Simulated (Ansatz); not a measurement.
`COc1ccc(-c2ccc(-c3ccc(-c4ccc(-c5ccc(-c6ccc(C(F)=C(F)F)cc6)cc5)cc4)cc3)cc2)cc1` with charge -1. Charge -1, multiplicity 2. Geometry PBE-D4/def2-SVP, that of the neutral singlet; atoms count from 1.

Cartesian coordinates in Å:
```
C 8.499 -1.367 -11.627
O 8.642 -0.432 -10.574
C 7.728 -0.449 -9.566
C 7.919 0.500 -8.538
C 7.037 0.558 -7.460
C 5.929 -0.320 -7.361
C 4.998 -0.258 -6.211
C 3.621 -0.546 -6.361
C 2.744 -0.492 -5.274
C 3.196 -0.146 -3.979
C 2.268 -0.092 -2.826
C 1.135 -0.935 -2.752
C 0.259 -0.884 -1.663
C 0.473 0.009 -0.589
C -0.451 0.061 0.567
C -1.835 -0.186 0.414
C -2.708 -0.134 1.505
C -2.242 0.166 2.806
C -3.166 0.225 3.962
C -2.932 1.101 5.047
C -3.805 1.159 6.136
C -4.959 0.343 6.199
C -5.885 0.408 7.352
C -7.271 0.176 7.197
C -8.147 0.243 8.283
C -7.673 0.546 9.582
C -8.642 0.604 10.675
F -9.913 0.256 10.361
C -8.451 0.979 11.965
F -7.287 1.367 12.469
F -9.413 0.997 12.871
C -6.284 0.774 9.747
C -5.419 0.705 8.654
C -5.193 -0.534 5.114
C -4.320 -0.592 4.025
C -0.857 0.411 2.959
C 0.015 0.360 1.868
C 1.607 0.852 -0.661
C 2.479 0.804 -1.752
C 4.572 0.144 -3.830
C 5.449 0.090 -4.917
C 5.753 -1.259 -8.399
C 6.632 -1.333 -9.489
H 7.538 -1.237 -12.173
H 8.561 -2.417 -11.262
H 9.336 -1.182 -12.326
H 8.771 1.191 -8.619
H 7.192 1.323 -6.684
H 3.224 -0.780 -7.360
H 1.673 -0.685 -5.439
H 0.957 -1.673 -3.549
H -0.590 -1.583 -1.625
H -2.241 -0.384 -0.589
H -3.784 -0.291 1.338
H -2.067 1.781 5.016
H -3.609 1.882 6.942
H -7.678 -0.032 6.196
H -9.221 0.069 8.131
H -5.874 0.993 10.741
H -4.342 0.858 8.822
H -6.059 -1.212 5.144
H -4.515 -1.315 3.219
H -0.450 0.608 3.962
H 1.091 0.519 2.034
H 1.785 1.589 0.137
H 3.327 1.505 -1.791
H 4.971 0.379 -2.832
H 6.520 0.283 -4.753
H 4.920 -1.976 -8.343
H 6.460 -2.091 -10.266
```

Single mean-field runs in def2-SVP are fitted with def2-universal-jkfit.

Q: Estimate the Mulliken populations of the heavy atoms from the PBE0/def2-SVP orbitals of Ansatz.

A: 
| atom | charge (e) | spin (α − β) |
| --- | --- | --- |
| C1 | 0.10 | 0.00 |
| O2 | -0.35 | 0.00 |
| C3 | 0.20 | 0.03 |
| C4 | -0.05 | -0.02 |
| C5 | -0.04 | 0.02 |
| C6 | 0.03 | -0.01 |
| C7 | 0.02 | 0.08 |
| C8 | -0.05 | -0.02 |
| C9 | -0.05 | 0.03 |
| C10 | 0.03 | 0.02 |
| C11 | 0.02 | 0.08 |
| C12 | -0.05 | 0.00 |
| C13 | -0.05 | 0.02 |
| C14 | 0.02 | 0.05 |
| C15 | 0.02 | 0.08 |
| C16 | -0.05 | 0.01 |
| C17 | -0.05 | 0.02 |
| C18 | 0.02 | 0.06 |
| C19 | 0.02 | 0.07 |
| C20 | -0.05 | 0.01 |
| C21 | -0.05 | 0.01 |
| C22 | 0.02 | 0.08 |
| C23 | 0.03 | 0.05 |
| C24 | -0.05 | 0.04 |
| C25 | -0.04 | -0.02 |
| C26 | -0.06 | 0.11 |
| C27 | 0.18 | -0.05 |
| F28 | -0.23 | 0.00 |
| C29 | 0.29 | 0.11 |
| F30 | -0.18 | 0.00 |
| F31 | -0.18 | 0.01 |
| C32 | -0.04 | -0.01 |
| C33 | -0.05 | 0.03 |
| C34 | -0.05 | 0.01 |
| C35 | -0.05 | 0.01 |
| C36 | -0.05 | 0.02 |
| C37 | -0.05 | 0.01 |
| C38 | -0.05 | 0.02 |
| C39 | -0.05 | 0.00 |
| C40 | -0.05 | 0.03 |
| C41 | -0.05 | -0.02 |
| C42 | -0.04 | 0.03 |
| C43 | -0.11 | -0.02 |
Mulliken values depend strongly on the basis.

Q: Where does the spin sit?

A: Summed by element: C 1.01, O 0.00, F 0.01, H -0.02, of 1 unpaired in all. Largest on single atoms: C29 0.11, C26 0.11, C11 0.08.

Q: And the Mayer bond orders between heavy atoms (over 0.3, the first 40 of 48)?

A: C1–O2 0.96 (1.41 Å); O2–C3 1.08 (1.36 Å); C3–C4 1.35 (1.41 Å); C3–C43 1.31 (1.41 Å); C4–C5 1.42 (1.39 Å); C5–C6 1.34 (1.42 Å); C6–C7 1.03 (1.48 Å); C6–C42 1.38 (1.41 Å); C7–C8 1.34 (1.41 Å); C7–C41 1.34 (1.41 Å); C8–C9 1.43 (1.40 Å); C9–C10 1.33 (1.41 Å); C10–C11 1.06 (1.48 Å); C10–C40 1.33 (1.41 Å); C11–C12 1.32 (1.41 Å); C11–C39 1.32 (1.41 Å); C12–C13 1.44 (1.40 Å); C13–C14 1.32 (1.41 Å); C14–C15 1.07 (1.48 Å); C14–C38 1.32 (1.41 Å); C15–C16 1.32 (1.41 Å); C15–C37 1.32 (1.41 Å); C16–C17 1.44 (1.40 Å); C17–C18 1.32 (1.41 Å); C18–C19 1.08 (1.48 Å); C18–C36 1.31 (1.41 Å); C19–C20 1.31 (1.41 Å); C19–C35 1.31 (1.41 Å); C20–C21 1.45 (1.40 Å); C21–C22 1.31 (1.41 Å); C22–C23 1.08 (1.48 Å); C22–C34 1.31 (1.41 Å); C23–C24 1.31 (1.41 Å); C23–C33 1.31 (1.42 Å); C24–C25 1.44 (1.40 Å); C25–C26 1.30 (1.42 Å); C26–C27 1.07 (1.46 Å); C26–C32 1.29 (1.42 Å); C27–F28 1.02 (1.35 Å); C27–C29 1.59 (1.36 Å).
